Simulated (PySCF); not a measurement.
Mapped SMILES: `[CH3:1]/[C:2]([C:3]#[N:4])=[CH:5]\[Si@@H:6]([OH:7])[CH:8]([CH3:9])[CH3:10]` (H(Xn): hydrogen on atom n).

One computed conformer, no solvent, averaged over atoms made equivalent by symmetry, fast rotation or ring inversion, relativity neglected. σ from GIAO-PBE0/pcSseg-1; coordinates at the GFN2-xTB level; PySCF 2.14.

References, each an isolated molecule treated in the same way: 13C (σref 186.93) vs TMS.

**Question.** Do the 13C shifts follow the atomic charges (in e)? Tabulate both.

**Answer.** 
```
atoms  hybridisation  δ (ppm)  σ para (ppm)  Hirshfeld    IAO  Mulliken  ESP-fitted
   C5            sp2    148.6          -224      -0.12  -0.43     -0.32       -0.35
   C2            sp2    138.8          -209      +0.04  +0.01     -0.34       +0.10
   C3             sp    125.0          -197      +0.08  +0.14     +0.14       +0.34
   C1            sp3     24.1           -85      -0.11  -0.43     -0.15       -0.36
   C8            sp3     23.2           -91      -0.11  -0.39     -0.64       +0.15
  C10            sp3     18.6           -82      -0.12  -0.41     -0.24       -0.43
   C9            sp3     17.6           -80      -0.12  -0.41     -0.25       -0.41
```

Correlation coefficients of δ with charge over these carbons: Hirshfeld +0.63, IAO +0.63, Mulliken +0.26, ESP-fitted +0.43; with the paramagnetic shielding -1.00. Among the 4 sp3 carbons alone: Hirshfeld +0.94, IAO +0.07, Mulliken -0.28, ESP-fitted +0.55. With so few points, grouped by hybridisation, these coefficients are fragile. Charge is one influence among several: hybridisation and low-lying excitations act through the paramagnetic term.

Shifts are as computed. Against solution values, carbons near 30 ppm lie about +3 ppm off and those near 130 ppm about +5 ppm. Of 1211 compounds with measured shifts, 218 miss one by over three times the rms of a fit or turn the order of signals round; such compounds aren't used in these exercises.
